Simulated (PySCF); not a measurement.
## Bond length, frequency and bond energy of GaO⁺ by level of theory

State: ³Σ⁻ (triplet), unpaired electrons π ↑↑. Set-up: Ga x2c-SVPall, O x2c-SVPall; spin-free X2C with a Gaussian nucleus (PySCF 2.14). De refers to Ga⁺ + O in their high-spin ground configurations, without counterpoise correction. The functionals are run spin-unrestricted. A positive dipole points towards O; it is taken about the centre of mass and depends on that origin.

| Level | Re (Å) | ωe (cm⁻¹) | De (eV) | μ (D) |
| --- | --- | --- | --- | --- |
| UHF | 3.017 | 98.9 | 0.187 | -1.94 |
| UHF-MP2 | 2.843 | 120 | 0.264 | n/a |
| UHF-SCS-MP2 | 2.864 | 118 | 0.258 | n/a |
| UHF-CCSD | 2.844 | 121 | 0.269 | n/a |
| UHF-CCSD(T) | 2.816 | 126 | 0.283 | n/a |
| LDA | 2.506 | 212 | 0.68 | -0.26 |
| PBE | 2.639 | 174 | 0.51 | -0.60 |
| TPSS | 2.633 | 172 | 0.450 | -0.66 |
| r²SCAN | 2.624 | 173 | 0.437 | -0.64 |
| r²SCANh | 2.639 | 168 | 0.405 | -0.76 |
| PBE0 | 2.672 | 161 | 0.396 | -0.92 |
| LC-ωPBE | 2.680 | 155 | 0.363 | -1.02 |

The bond length runs from 2.506 Å (LDA) to 3.017 Å (UHF). De spans 0.19 eV (UHF, mean field) to 0.68 eV (LDA, local density). Correlation at CCSD(T) changes the Hartree–Fock bond energy by +0.09 eV; the triples alone change it by +0.01 eV.

Correlated steps freeze 10 core orbitals. The bond is weak. Basis-set superposition, not corrected here, can be much of De in a small basis, most of all at correlated wavefunction levels. Spin–orbit coupling is left out. For an ion De counts to the pair picked by the measured ionisation energies or electron affinities, which need not be the lowest pair at this level. The state was picked by a PBE0 search and need not be the measured ground state.

The whole job (state search and all levels along the bond) took about 2.1 min on 1 thread of Arm Neoverse V1 (shared host), peak memory 0.58 GiB.
